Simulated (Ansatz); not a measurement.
CH$_{6}$FGeN (`C[NH][GeH2][F]`) at its PBE0-D4/def2-TZVP geometry, where that method's forces vanish. Charge 0, multiplicity 1.

```xyz
10

C    -0.2741   -1.3057   -0.5014
N    -0.5976   -0.1846    0.3599
Ge    0.3009    1.3789    0.2695
F     1.9631    1.1989    0.7996
H     0.5793   -1.8997   -0.1530
H    -1.1365   -1.9710   -0.6018
H    -0.0334   -0.9402   -1.5029
H    -0.8842   -0.4661    1.2851
H     0.4096    1.8086   -1.1966
H    -0.3271    2.3812    1.2416
```

Q: What forces (eV/Å) does r2SCAN-D4/def2-TZVPP give on these atoms in Ansatz? (An estimate is asked.)

A: Computed: 
```
C1   0.056 -0.174 -0.142
N2  -0.090  0.150  0.076
Ge3 -0.034  0.118 -0.027
F4   0.053 -0.011  0.011
H5  -0.002 -0.003 -0.006
H6   0.012  0.004  0.004
H7  -0.003  0.002  0.023
H8  -0.005 -0.010  0.042
H9  -0.006 -0.029  0.054
H10  0.018 -0.046 -0.034
```
